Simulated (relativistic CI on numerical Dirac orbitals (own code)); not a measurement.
One change at a time: Ca¹⁶⁺

Base calculation: Dirac-Coulomb-Breit CI, orbitals from a KLI potential per configuration, a model potential for QED, unscaled Slater integrals.

CI space (outside the closed core 1s2): 2s2, 2s 2p, 2p2, 2p 3s, 2p 3p, 2s 3s, 2s 3p, 2s 3d, 2s 4s, 2s 4p, 2s 4d, 2s 4f, 2s 5s, 2s 5p, 2s 5d, 2s 5f, 2s 5g, 3s2, 3s 3p, 3p2. Levels of other configurations are missing.

Variants: (1) P86 correlation estimate; (2) Breit term removed; (3) non-relativistic limit. Shifts of the energy above 2s2 1S_0, in eV, for the lowest level and the first level of each name with at least 55 % of one term (blank where a level changes its place among those of its configuration and J or its character, or is not in the variant):

```csv
Level,Base,Δ(1),Δ(2),Δ(3)
2s2 1S_0,0.000,0.000,0.000,0.000
2s 2p 3P°_0,32.165,+0.394,-0.239,-0.509
2s 2p 3P°_1,33.556,+0.394,-0.121,-1.900
2s 2p 3P°_2,36.937,+0.394,+0.052,-5.281
2s 2p 1P°_1,65.958,+0.395,-0.040,-4.038
2p2 3P_0,85.819,+0.637,-0.343,-4.166
2p2 3P_1,87.969,+0.638,-0.234,-6.316
2p2 3P_2,90.448,+0.638,-0.017,-8.794
2p2 1D_2,99.782,+0.638,-0.020,-8.413
2p2 1S_0,121.559,+0.605,-0.216,-8.211
2s 3s 3S_1,618.382,+0.641,+0.190,-3.850
2s 3s 1S_0,624.557,+0.644,+0.175,-3.995
2s 3p 3P°_0,634.106,+0.803,+0.102,-4.050
2s 3p 3P°_2,635.481,+0.803,+0.190,-5.425
2s 3d 3D_1,643.091,+0.679,+0.223,-5.386
2s 3d 3D_2,643.265,+0.678,+0.247,-5.560
2s 3d 3D_3,643.551,+0.677,+0.262,-5.846
2s 3d 1D_2,649.705,+0.679,+0.232,-5.664
2p 3s 3P°_0,659.051,+0.740,-0.039,-4.628
2p 3s 3P°_1,660.113,+0.741,+0.010,-5.691
2p 3s 3P°_2,664.035,+0.740,+0.226,-9.612
2p 3p 3D_1,668.712,+0.867,-0.062,
```

At this charge energies of transitions that change n are usually good to better than 1 %, and those within a shell (Δn = 0) to a few per cent.

Ionisation energy from the two ground configurations alone: base 1080.84 eV; P86 correlation estimate 1082.1 eV; Breit term removed 1081.11 eV. The NIST ASD value (semi-empirical) is 1086.8 eV.

LS names give the leading component of a level, which can be under half, so a name can repeat, a term be missing and a line seem to break the LS rules.
